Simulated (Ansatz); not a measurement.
These are frozen-core CCSD(T)/cc-pVTZ // CAM-B3LYP-D3(BJ)/def2-TZVP run with Ansatz (an electronic-structure program) values and carry that method's errors.

Ansatz 0.2 input:
```yaml
crystal:
  periodic: [false, false, false]
  atoms:
    - { symbol: C, position_ang: [-1.783227, 1.031876, 0.223625] }
    - { symbol: C, position_ang: [-0.65168, 0.547236, 0.699149] }
    - { symbol: Cl, position_ang: [0.255575, 1.473418, 1.871646] }
    - { symbol: C, position_ang: [-0.011089, -0.74135, 0.315469] }
    - { symbol: Si, position_ang: [1.496913, -0.555031, -0.806074] }
    - { symbol: H, position_ang: [-2.350016, 0.461252, -0.499233] }
    - { symbol: H, position_ang: [-2.168667, 1.991042, 0.533386] }
    - { symbol: H, position_ang: [-0.742035, -1.355113, -0.214546] }
    - { symbol: H, position_ang: [0.289467, -1.291329, 1.209597] }
    - { symbol: H, position_ang: [1.101651, 0.157372, -2.039698] }
    - { symbol: H, position_ang: [2.580456, 0.188121, -0.13426] }
    - { symbol: H, position_ang: [1.982652, -1.907492, -1.159062] }
basis:
  gaussian: { orbitals: cc-pVTZ }
correlation:
  method: ccsd_t
```

Output:

```
Functional definition: HF
1456 factors; integrals over basis functions are off by at most 8.8e-4 eV
mean field evaluation 1: about -23565.9998 eV, gradient 3.1e1 eV
mean field evaluation 2: about -23566.3278 eV, gradient 3.1e1 eV
mean field evaluation 4: about -23569.3891 eV, gradient 3.6e0 eV
mean field evaluation 8: about -23569.4495 eV, gradient 3.3e-1 eV
mean field evaluation 16: about -23565.9988 eV, gradient 3.1e1 eV
mean field -23569.45036240 eV, -866.1613248709 hartree, gradient 7.2e-6 eV, S^2 0.000000; 0 other end points of the search recorded, 0 dependent functions left out
13 core orbitals not correlated
reference -23569.45036240 eV, -866.1613248709 hartree; 15, 15 occupied and 228, 228 virtual orbitals, 1456 factors
second order -22.19771242 eV of doubles, -0.00000000 eV of singles
cycle   1  -23.05565611 eV  change   -8.6e-1 eV  update   1.0e-1
cycle   2  -23.67479636 eV  change   -6.2e-1 eV  update   3.1e-2
cycle   3  -23.78327175 eV  change   -1.1e-1 eV  update   1.4e-2
cycle   4  -23.77719902 eV  change    6.1e-3 eV  update   3.6e-3
cycle   5  -23.77754583 eV  change   -3.5e-4 eV  update   1.3e-3
cycle   6  -23.77760155 eV  change   -5.6e-5 eV  update   3.4e-4
cycle   7  -23.77755128 eV  change    5.0e-5 eV  update   1.1e-4
cycle   8  -23.77756626 eV  change   -1.5e-5 eV  update   4.0e-5
cycle   9  -23.77757522 eV  change   -9.0e-6 eV  update   1.3e-5
perturbative correction -1.04054551 eV, -0.0382393421 hartree
Total energy: -23594.26848312 eV, -867.0733739851 hartree
```

Cost: around 6 core-minutes (rough).
